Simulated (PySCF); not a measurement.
SMILES COB(C)[SeH] (C2H7BOSe), PBE0/def2-SVP optimised geometry.

```
12

B      0.09     0.53     0.00
C      0.91     1.87     0.00
H      1.99     1.67     0.00
H      0.66     2.48     0.88
H      0.66     2.48    -0.88
O      0.75    -0.65     0.00
C      0.20    -1.93     0.00
H     -0.91    -1.92     0.00
H      0.54    -2.48    -0.89
H      0.54    -2.48     0.90
Se    -1.89     0.53     0.00
H     -1.99     1.99     0.00
```

Density from PBE0/def2-TZVP run with PySCF at that geometry.

Minimum of the electron density along straight lines between bonded atoms, close to the bond critical point (lines longer than 1.1 times the sum of covalent radii, or with two minima, are not listed):

```
bond      length / Å  ρ at the minimum / e bohr⁻³  ∇²ρ there / e bohr⁻⁵  position (fraction from the first atom)
--------  ----------  ---------------------------  --------------------  ---------------------------------------
B1–C2          1.571                        0.190                 -0.34                                     0.33
C2–H3          1.100                        0.269                 -0.89                                     0.64
C2–H4          1.102                        0.265                 -0.86                                     0.64
C2–H5          1.102                        0.265                 -0.86                                     0.64
B1–O6          1.349                        0.210                  1.07                                     0.33
O6–C7          1.402                        0.260                 -0.46                                     0.66
C7–H8          1.103                        0.277                 -0.96                                     0.65
C7–H9          1.101                        0.280                 -0.98                                     0.65
C7–H10         1.101                        0.280                 -0.98                                     0.65
B1–Se11        1.980                        0.130                 -0.27                                     0.35
Se11–H12       1.468                        0.176                 -0.32                                     0.63
```
